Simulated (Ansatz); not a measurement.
HI (hydrogen iodide): the energy to break a bond

HI has 2 atoms, charge 0, and is taken as a singlet. As SMILES, `I`. The shape was relaxed beforehand at B3LYP/def2-SVP.

```xyz
2

I    -0.6902    0.2481   -0.3494
H     0.6902   -0.2481    0.3494
```

Wanted: the dissociation energy of the H2–I1 bond into doublet H and doublet I (shapes relaxed at B3LYP/def2-SVP, no zero-point term). 1 Eh = 2625.50 kJ/mol = 27.2114 eV. Totals in Eh; open shells run unrestricted unless said.

| level | program | HI | doublet H | doublet I |
| --- | --- | --- | --- | --- |
| BLYP/def2-TZVPP (core potential) | Ansatz | -298.251112 | -0.497552 | -297.628610 |
| B3LYP/def2-TZVPP (core potential) | Ansatz | -298.405748 | -0.502154 | -297.778379 |
| PBE0-D4/def2-TZVPP (core potential) | Ansatz | -298.318398 | -0.501036 | -297.693122 |

Problem. Work out the dissociation energy at each level.

Solution. 
1. BLYP/def2-TZVPP (core potential): (-0.497552) + (-297.628610) − (-298.251112) = 0.124950 Eh = 328.1 kJ/mol = 3.40 eV.
2. B3LYP/def2-TZVPP (core potential): (-0.502154) + (-297.778379) − (-298.405748) = 0.125215 Eh = 328.8 kJ/mol = 3.41 eV.
3. PBE0-D4/def2-TZVPP (core potential): (-0.501036) + (-297.693122) − (-298.318398) = 0.124240 Eh = 326.2 kJ/mol = 3.38 eV.

The levels span 326 to 329 kJ/mol; no measured value is set beside them. A bond enthalpy at 298 K also holds the loss of zero-point energy and thermal terms.
